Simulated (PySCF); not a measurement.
Al(F)(Br)(OMe) (CH₃AlBrFO), SMILES C[O][Al]([F])[Br]. Atoms are numbered in the order given.

```xyz
8

Al     0.6792    -0.5165     0.0000
F      2.3329    -0.5058     0.0000
Br    -0.4293     1.4316     0.0000
O     -0.1129    -1.9937     0.0000
C     -1.4224    -2.4925     0.0000
H     -1.5903    -3.1216    -0.8914
H     -1.5903    -3.1216     0.8914
H     -2.1828    -1.6898     0.0000
```
Charge 0, spin multiplicity 1.

Coordinates come from a B3LYP-D3(BJ)/def2-SVP optimisation. The structure was generated by enumeration; whether it is a known compound was not checked. The values are those of a single conformer.

Calculation: PySCF with TDDFT-LC-ωPBE/def2-SVPD.

Vertical excitations.  State labels are in the subgroup Cs.

| state | symmetry | energy (eV) | λ (nm) | f | main pairs |
|---|---|---|---|---|---|
| S1 | A" | 6.96 | 178 | 0.003 | HOMO→LUMO 79 % |
| S2 | A' | 7.03 | 176 | 0.039 | HOMO−1→LUMO 79 % |
| S3 | A' | 7.41 | 167 | 0.039 | HOMO−2→LUMO 77 % |
| S4 | A" | 7.44 | 167 | 0.079 | HOMO−3→LUMO 78 % |
| S5 | A" | 7.73 | 160 | 0.000 | HOMO−1→LUMO+1 89 % |
| S6 | A' | 8.13 | 152 | 0.090 | HOMO→LUMO+1 75 % |
| S7 | A" | 8.14 | 152 | 0.000 | HOMO−2→LUMO+1 88 % |
| S8 | A' | 8.51 | 146 | 0.057 | HOMO−3→LUMO+1 74 % |
| S9 | A" | 9.04 | 137 | 0.044 | HOMO→LUMO+2 50 %, HOMO→LUMO+3 21 % |
| S10 | A' | 9.10 | 136 | 0.183 | HOMO−4→LUMO 35 %, HOMO−1→LUMO+2 20 %, HOMO−1→LUMO+3 12 % |
| T1 | A" | 6.63 | 187 | 0 | HOMO→LUMO 74 % |
| T2 | A' | 6.66 | 186 | 0 | HOMO−1→LUMO 75 % |
| T3 | A" | 6.92 | 179 | 0 | HOMO−3→LUMO 73 % |
| T4 | A' | 7.01 | 177 | 0 | HOMO−2→LUMO 69 % |
Triplets are in the Tamm–Dancoff approximation, which puts them higher than full response would, so one can lie above its singlet here.
